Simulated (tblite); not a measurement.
Compound: C6H5S (doublet state).
Z-matrix (Å and degrees, GFN2-xTB geometry), rows numbered from 1:
```
C 
C   1  1.4965
S   2  1.6720  1  118.30
C   2  1.3917  1  120.57  3   179.00
C   4  1.3690  2  122.97  1    -0.28
C   5  1.4356  4  152.56  2   162.12
C   6  1.3703  5   59.77  4  -178.47
H   1  1.0906  2  109.66  3  -110.93
H   1  1.0897  2  110.41  3   129.84
H   1  1.0870  2  110.61  3     8.79
H   4  1.0803  2  118.69  1   179.50
H   7  1.0638  5  144.38  6  -178.98
```

Method: GFN2-xTB as coded in tblite; computed harmonic values from a numerical Hessian at the method's own geometry, unscaled. The method is semi-empirical: single wavenumbers can be off by several per cent or more. One conformer, not necessarily the lowest. Open shells enter through the occupations alone, without spin polarisation, and single modes of such species can be off by tens of per cent.

Harmonic wavenumbers (cm⁻¹): 72.0, 102.0, 123.1, 142.1, 292.0, 323.9, 411.9, 458.5, 482.1, 742.6, 755.9, 774.8, 831.3, 900.7, 982.1, 998.1, 1017.7, 1108.7, 1233.2, 1287.6, 1370.7, 1385.4, 1461.6, 1463.2, 1773.3, 2995.5, 3008.2, 3050.9, 3076.6, 3218.7.

A = 6761, B = 1207, C = 1035 MHz; mass 109.011 u (most abundant isotopes); point group C1, symmetry number 1; spin multiplicity 2.

Q: Zero-point energy?

A: ½Σν̃ = 17922 cm⁻¹ = 51.24 kcal/mol.

Q: What is S at 200 K and 1 bar for an ideal gas of classical rigid rotors and harmonic oscillators?

A: Translation 38.02, rotation 26.84, vibration 13.14, spin (R ln 2) 1.38: S = 79.4 cal/(mol K).

Q: And Cp and H(200 K) − H(0)?

A: Cp = 22.24 cal/(mol K), of which vibrations give 14.29 (their classical limit is 30 R = 59.6); H(200 K) − H(0) = 3.06 kcal/mol without the zero-point energy, 1.47 from vibrations.

Q: How do the functions run with temperature in this model?

A: 
```json
{"T (K)": "150", "S (cal/(mol K))": "73.5", "Cp (cal/(mol K))": "19.1", "H − H(0) (kcal/mol)": "2.03", "G − H(0) (kcal/mol)": "-8.99", "ln q(vib)": "1.98"}
{"T (K)": "250", "S (cal/(mol K))": "84.7", "Cp (cal/(mol K))": "25.5", "H − H(0) (kcal/mol)": "4.25", "G − H(0) (kcal/mol)": "-16.92", "ln q(vib)": "3.83"}
{"T (K)": "298.15", "S (cal/(mol K))": "89.4", "Cp (cal/(mol K))": "28.5", "H − H(0) (kcal/mol)": "5.55", "G − H(0) (kcal/mol)": "-21.11", "ln q(vib)": "4.70"}
{"T (K)": "400", "S (cal/(mol K))": "98.7", "Cp (cal/(mol K))": "34.6", "H − H(0) (kcal/mol)": "8.77", "G − H(0) (kcal/mol)": "-30.70", "ln q(vib)": "6.52"}
{"T (K)": "600", "S (cal/(mol K))": "114.5", "Cp (cal/(mol K))": "43.4", "H − H(0) (kcal/mol)": "16.64", "G − H(0) (kcal/mol)": "-52.07", "ln q(vib)": "9.94"}
{"T (K)": "900", "S (cal/(mol K))": "133.8", "Cp (cal/(mol K))": "51.5", "H − H(0) (kcal/mol)": "30.99", "G − H(0) (kcal/mol)": "-89.43", "ln q(vib)": "14.65"}
```

q(vib) and H(0) count from the zero-point level.

Q: Which modes carry the vibrational entropy at 200 K?

A: 72.0 cm⁻¹: 3.32; 102.0 cm⁻¹: 2.65; 123.1 cm⁻¹: 2.29; 142.1 cm⁻¹: 2.03; 292.0 cm⁻¹: 0.84; 323.9 cm⁻¹: 0.70 cal/(mol K); the other 24 give 1.31 together.

Q: What must be added to the electronic energy to get the Gibbs energy at 200 K and 1 bar?

A: ZPE + [H(200 K) − H(0)] − T·S = 51.24 + 3.06 − 15.88 = 38.42 kcal/mol.

Hindered rotation and anharmonicity are outside this model. Other conformers, if any are populated, would add a mixing term that is left out. The structure is chiral; the term R ln 2 for an equal mix with its mirror image is left out.

Hardware: Arm Neoverse V1, one thread, shared host with 32 logical CPUs at a one-minute load of 18. Cost: 0.36 s. The figure is for the frequency step alone.
